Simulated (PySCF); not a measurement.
benzonitrile (C7H5N), singlet, geometry from GFN2-xTB. Base run: SVWN5/STO-3G (PySCF).

Input for PySCF:
```python
from pyscf import gto, scf, dft

mol = gto.Mole()
mol.atom = '''
    N     3.11954950    0.55509879    0.02098944
    C     1.99092193    0.35426857    0.01339563
    C     0.59841258    0.10648271    0.00402633
    C    -0.29759092    1.17226289    0.09170135
    C    -1.65657157    0.92270395    0.08196575
    C    -2.12584534   -0.37827711   -0.01430344
    C    -1.23539287   -1.43730580   -0.10142392
    C     0.12626512   -1.20274894   -0.09285409
    H     0.07933305    2.18171727    0.16631022
    H    -2.35309519    1.74500709    0.14964731
    H    -3.18890940   -0.56744083   -0.02145612
    H    -1.60456936   -2.44924172   -0.17627588
    H     0.82920083   -2.02005096   -0.16019728
'''
mol.basis = 'sto-3g'
mol.verbose = 4
mol.build()

mf = dft.RKS(mol)
mf.xc = 'lda,vwn'
mf.kernel()
```

Each row names what was changed in the base input (with any setting that the change needs).

| change | ΔE vs base (mEh) | grid points | electrons on the grid |
|---|---|---|---|
| base | 0.000 | 161768 | 53.99995 |
| grids.prune = off | 0.000 | 256704 | 53.99995 |
| grids.radi_method = delley | 0.000 | 170592 | 53.99995 |
| grids.radi_method = mura_knowles | 0.000 | 152480 | 53.99995 |
| grids.becke_scheme = stratmann | -0.001 | 161768 | 53.99995 |
| grids.level = 0 | -53.182 | 11768 | 53.99736 |
| grids.level = 2 | 0.000 | 116312 | 53.99995 |
| grids.level = 4 | -0.008 | 306672 | 54.00000 |
| grids.atom_grid = (75, 302) | 0.000 | 186920 | 53.99995 |
| grids.prune = dft.gen_grid.sg1_prune | 0.023 | 72080 | 53.99983 |
| grids.prune = dft.gen_grid.treutler_prune | -0.001 | 140528 | 53.99996 |
